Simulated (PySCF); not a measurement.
C₄H₅FOS.
Atom-mapped SMILES: `[CH2:1]=[C:2]([F:3])[S:4][CH2:5][CH:6]=[O:7]` (hydrogens: H8, H9 on C1; H10, H11 on C5; H12 on C6)

Vertical excitations from PySCF (density fitting, frozen core in the response, grid level 2 and gas phase unless stated; continuum runs use non-equilibrium linear response for the excitations) on a GFN2-xTB geometry. Reference run:

```csv
settings,"S1, eV (f)","S2, eV (f)","S3, eV (f)","S4, eV (f)","S5, eV (f)","S6, eV (f)","T1, eV (Tamm–Dancoff)",mean α (au)
"PBE0/def2-SVPD, full TDDFT, 6 singlets",4.11 (0.006),4.52 (0.002),5.56 (0.010),6.17 (0.185),6.47 (0.017),6.59 (0.020),3.55,72.3
```

Q: What do these settings give: (1) LC-wPBE/6-311G**, TDA, 25 singlets; (2) PBE0/def2-SVPD, TDA, 1 singlet?

A: 
| settings | S1, eV (f) | S2, eV (f) | S3, eV (f) | S4, eV (f) | S5, eV (f) | S6, eV (f) | T1, eV (Tamm–Dancoff) | mean α (au) |
| --- | --- | --- | --- | --- | --- | --- | --- | --- |
| LC-wPBE/6-311G**, TDA, 25 singlets | 4.31 (0.001) | 5.62 (0.003) | 6.53 (0.013) | 7.17 (0.286) | 7.84 (0.039) | 8.01 (0.012) | – | 60.3 |
| PBE0/def2-SVPD, TDA, 1 singlet | 4.14 (0.008) | – | – | – | – | – | – | 72.3 |

(1) S1 moves by +0.20 eV; functional, basis and response scheme change together, so the shift can't be laid on one. (2) S1 moves by +0.03 eV; the lowest Tamm–Dancoff root can't lie below the lowest full-response root of a stable reference. States are counted by energy in each run and needn't keep their character from row to row.

All basis functions are spherical, in the Pople sets too.

Q: Which orbital pairs make up S1 in each run, and how does it sit against the orbital gap?

A: 
| settings | S1 configurations (weight) | S1 (eV) | orbital gap (eV) | S1 − gap (eV) |
| --- | --- | --- | --- | --- |
| PBE0/def2-SVPD, full TDDFT, 6 singlets | H→L 0.61, H−1→L 0.36 | 4.11 | 5.50 | -1.39 |
| LC-wPBE/6-311G**, TDA, 25 singlets | H−1→L 0.78, H→L 0.12 | 4.31 | 10.75 | -6.44 |
| PBE0/def2-SVPD, TDA, 1 singlet | H→L 0.63, H−1→L 0.34 | 4.14 | 5.50 | -1.36 |

Conformer computed: `[CH2:1]=[C:2]([F:3])[S:4][CH2:5][CH:6]=[O:7]`: C1–C2–S4–C5 -7°, C2–S4–C5–C6 76°, S4–C5–C6–O7 -124°.

One conformer stands for the species.
